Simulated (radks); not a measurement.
The tin anion Sn4-, [Xe], held by a Watson sphere: a shell of charge +4 at radius R that stands for the Madelung well of a crystal (potential energy -4/R inside, -4/r outside, in hartree with lengths in bohr). All-electron calculation, scalar-relativistic Kohn-Sham, LDA (Slater exchange, Perdew-Wang correlation), spin-polarised, spherical densities, point nucleus. Program: a radial shooting solver on a logarithmic mesh with Libxc functionals. Response by self-consistent Sternheimer equations with the Hartree and adiabatic LDA kernel, the relativistic mass of each level held fixed and spin-orbit coupling left out. The sphere does not respond.

| R (bohr) | e(4d) (eV) | e(5s) (eV) | e(5p) (eV) | <r> 5p (bohr) | sum of <r^2> (bohr^2) | X-ray form factor at sin(theta)/lambda = 0.2 1/angstrom | alpha (bohr^3) |
|---|---|---|---|---|---|---|---|
| 2.93 | -25.283 | -12.887 | -6.411 | 3.078 | 102.7 | 40.029 | 70.18 |
| 3.09 | -24.864 | -12.399 | -6.148 | 3.163 | 106.8 | 39.994 | 78.47 |
| 3.32 | -24.397 | -11.764 | -5.780 | 3.288 | 112.9 | 39.965 | 92.25 |
| 4.06 | -23.550 | -10.191 | -4.735 | 3.697 | 134.4 | 39.999 | 154.7 |
| 4.61 | -23.252 | -9.405 | -4.113 | 4.009 | 152.2 | 40.079 | 224.2 |
| 5.21 | -23.078 | -8.830 | -3.576 | 4.355 | 173.5 | 40.162 | 328.5 |
| 5.54 | -23.024 | -8.609 | -3.333 | 4.547 | 186.2 | 40.196 | 400.4 |
